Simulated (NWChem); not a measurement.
System: C3H6OS; SMILES S(C)C(=O)C

```xyz
11

C      0.5372    -1.9672     0.0002
S     -0.7622    -0.7200    -0.0002
C      0.2211     0.7683    -0.0002
C     -0.6217     2.0157     0.0002
O      1.4240     0.7756    -0.0001
H      0.4554    -2.5931    -0.8983
H      1.4972    -1.4280     0.0001
H      0.4554    -2.5926     0.8990
H     -0.3653     2.6113     0.8892
H     -1.6987     1.8023    -0.0030
H     -0.3606     2.6150    -0.8849
```
Atoms are numbered in this order, from 1.

Results from NWChem. All runs use the structure optimised with PBE0/def2-SVP. Total energies compare along this basis series because the functional is fixed.

```json
[
 {"level": "Hartree-Fock/pcseg-1", "basis functions": "104", "energy (Ha)": "-589.4081", "highest occupied level (eV)": "-10.15", "orbital gap (eV)": "13.78", "dipole (D)": "1.55"},
 {"level": "Hartree-Fock/aug-pcseg-1", "basis functions": "173", "energy (Ha)": "-589.4250", "highest occupied level (eV)": "-10.11", "orbital gap (eV)": "?", "dipole (D)": "1.47"},
 {"level": "Hartree-Fock/pcseg-2", "basis functions": "238", "energy (Ha)": "-589.5717", "highest occupied level (eV)": "-10.10", "orbital gap (eV)": "12.86", "dipole (D)": "1.52"},
 {"level": "Hartree-Fock/STO-3G", "basis functions": "35", "energy (Ha)": "-582.7195", "highest occupied level (eV)": "-7.10", "orbital gap (eV)": "15.27", "dipole (D)": "0.92"},
 {"level": "Hartree-Fock/def2-SVP", "basis functions": "104", "energy (Ha)": "-589.2201", "highest occupied level (eV)": "-10.03", "orbital gap (eV)": "13.92", "dipole (D)": "1.44"}
]
```

Task: Complete the blanks.

Result: 
- Hartree-Fock/aug-pcseg-1, orbital gap (eV): 10.97
